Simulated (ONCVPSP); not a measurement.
## Transferability test, ONCV potential for vanadium

- Element: V (Z = 23)
- Generator: ONCVPSP 4.0.1
- Type: optimised norm-conserving Vanderbilt (ONCV)
- Functional: PBEsol
- Relativity: scalar-relativistic
- Frozen core: [Ne]
- Valence charge: 13
- Reference configuration: 3s2 3p6 3d3 4s1.75 (charge +0.25)
- Partial waves: 3s+4s: rc 1.65 bohr, ncon 4, nbas 8, qcut 6.3 1/bohr, 2 projectors; 3p: rc 1.45 bohr, ncon 4, nbas 7, qcut 8.1 1/bohr, 1 projector; 3d: rc 2.30 bohr, ncon 3, nbas 8, qcut 5.6 1/bohr, 2 projectors, debl 0.4 Ha
- Local potential: polynomial inside 1.05 bohr (lpopt 4, dvloc0 0 Ha)
- Core correction: none

Energies are relative to the spin-unpolarised reference configuration 3s2 3p6 3d3 4s1.75; without spin polarisation the order of configurations can differ from experiment.

| valence configuration | charge | ΔE all-electron (eV) | error AE − PS (meV) |
| --- | --- | --- | --- |
| 3s2 3p6 3d3 4s2 | 0 | -1.362 | +0.3 |
| 3s2 3p6 3d3 4s0 | +2 | 20.591 | -5.9 |
| 3s2 3p6 3d4 4s0 | +1 | 5.803 | +237 |

What are ΔE and the potential's error for 3s2 3p6 3d3 4s1?

ΔE = 6.388 eV all-electron; the error (AE − PS) is +0.6 meV.

Levels in the configuration 3s2 3p6 3d3 4s1:

```tsv
level	all-electron (eV)	pseudo (eV)
3s	-77.642	-77.712
3p	-51.564	-51.615
3d	-12.655	-12.698
4s	-10.903	-10.900
```
